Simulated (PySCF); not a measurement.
Screening by computed properties: pick the candidate that meets the target.

Each SMILES stands for a single optimised conformer of the isolated species, non-relativistic unless stated. Electronic properties by PySCF.

The conformers computed, where there is a choice (atom-mapped SMILES and torsion angles):
- `[CH3:1][N:2]([SiH3:3])[CH2:4][SiH2:5][C:6]([F:7])=[C:8]([F:9])[F:10]`: C1–N2–C4–Si5 -66°, N2–C4–Si5–C6 -161°, C4–Si5–C6–F7 -57°
- `[CH3:1][c:2]1[cH:3][cH:4][c:5](-[n:6]2[cH:7][n:8][cH:9][n:10]2)[cH:11][cH:12]1`: C4–C5–N6–C7 4°
- `[CH3:1]/[CH:2]=[N:3]/[c:4]1[s:5][n:6][cH:7][c:8]1[NH2:9]`: C2–N3–C4–S5 4°, H–N9–C8–C7 167°, H–N9–C8–C7 29°

(1) Wanted: HOMO–LUMO gap above 8 eV (PBE0/pcSseg-1) and dipole moment below 3.2 D (PBE0/pcSseg-1), at GFN2-xTB geometries. Which candidate meets both?
A. `C#CC(F)(F)F`
B. `CN([SiH3])C[SiH2]C(F)=C(F)F`
C. `Cc1ccc(-n2cncn2)cc1`
D. `C/C=N/c1sncc1N`

(2) Wanted: smallest rotational constant above 0.6 GHz (GFN2-xTB) and HOMO energy below -8 eV (PBE0/pcSseg-1), at GFN2-xTB geometries. Which candidate meets both?
A. `CN([SiH3])C[SiH2]C(F)=C(F)F`
B. `C#CC(F)(F)F`
C. `Cc1ccc(-n2cncn2)cc1`
D. `C/C=N/c1sncc1N`

Results:

(1) A. Computed values:
```csv
species,HOMO–LUMO gap,dipole moment
C/C=N/c1sncc1N,4.39 eV,3.02 D
Cc1ccc(-n2cncn2)cc1,5.72 eV,3.40 D
CN([SiH3])C[SiH2]C(F)=C(F)F,6.37 eV,2.06 D
C#CC(F)(F)F,9.10 eV,2.51 D
```

(2) B. Computed values:
| species | smallest rotational constant | HOMO energy |
| --- | --- | --- |
| CN([SiH3])C[SiH2]C(F)=C(F)F | 0.354 GHz | -6.36 eV |
| Cc1ccc(-n2cncn2)cc1 | 0.449 GHz | -6.82 eV |
| C/C=N/c1sncc1N | 0.734 GHz | -5.96 eV |
| C#CC(F)(F)F | 2.873 GHz | -9.43 eV |
